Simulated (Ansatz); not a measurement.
Results of the Gaussian-basis code of Ansatz.

`[CH3][Zn][CH2]Cl` at its PBE0-D4/def2-TZVP geometry, where that method's forces vanish. Total charge 0; spin multiplicity 1.

```csv
atom,x (Å),y (Å),z (Å)
C1,1.9440,0.2412,-0.2216
Zn2,0.0612,-0.0736,0.0974
C3,-1.8585,-0.3462,0.3605
Cl4,-2.6802,0.6224,-0.9228
H5,2.0845,0.9417,-1.0482
H6,2.4251,0.6622,0.6646
H7,2.4578,-0.6892,-0.4751
H8,-2.2416,0.0170,1.3138
H9,-2.1923,-1.3754,0.2314
```

(1) For each bond, give half the difference of the two atoms' forces along it (eV/Å; positive pushes the atoms apart) under PBE-D4, r2SCAN-D4, B3LYP-D4, ωB97M-V in def2-TZVPP. (Best estimate.)

Results:

(1) The calculation gave: 
| bond | length (Å) | PBE-D4 | r2SCAN-D4 | B3LYP-D4 | ωB97M-V |
| --- | --- | --- | --- | --- | --- |
| C1–Zn2 | 1.935 | -0.07 | -0.07 | 0.12 | 0.03 |
| C1–H5 | 1.093 | 0.12 | 0.01 | -0.07 | -0.05 |
| C1–H6 | 1.093 | 0.13 | 0.02 | -0.06 | -0.05 |
| C1–H7 | 1.093 | 0.13 | 0.02 | -0.06 | -0.05 |
| Zn2–C3 | 1.957 | -0.09 | -0.10 | 0.04 | -0.02 |
| C3–Cl4 | 1.806 | 0.21 | 0.27 | 0.40 | 0.20 |
| C3–H8 | 1.090 | 0.14 | -0.02 | -0.14 | -0.10 |
| C3–H9 | 1.090 | 0.14 | -0.02 | -0.14 | -0.10 |

B3LYP here is the variant with VWN-RPA as its local correlation; programs differ in this.
